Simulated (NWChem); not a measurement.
System: BeNH₃; SMILES [BeH][NH2]

```xyz
5

Be     0.0000     0.0000     0.9560
H      0.0000     0.0000     2.2917
N      0.0000     0.0000    -0.5479
H      0.0000    -0.8246    -1.1401
H      0.0000     0.8246    -1.1401
```
Atoms are numbered in this order, from 1.

Program: NWChem. Pople sets run with spherical d functions. The geometry was optimised at PBE0/def2-SVP. Vertical excitations in the gas phase; the lowest state need not have the same character in each row.

For level BHandHLYP/6-31+G*, TDA:

```
Quantity                                  Value
----------------------------------------  -----
lowest excitation, singlet (eV)            6.17
lowest state with f > 0.02, singlet (eV)   6.19
orbital gap (eV)                           8.78
```

Problem. Estimate the same quantities for level LRC-wPBEh/6-31+G*, TDA.

Solution. 
| Quantity | Value |
|---|---|
| lowest excitation, singlet (eV) | 5.82 |
| lowest state with f > 0.02, singlet (eV) | 5.94 |
| orbital gap (eV) | 10.09 |
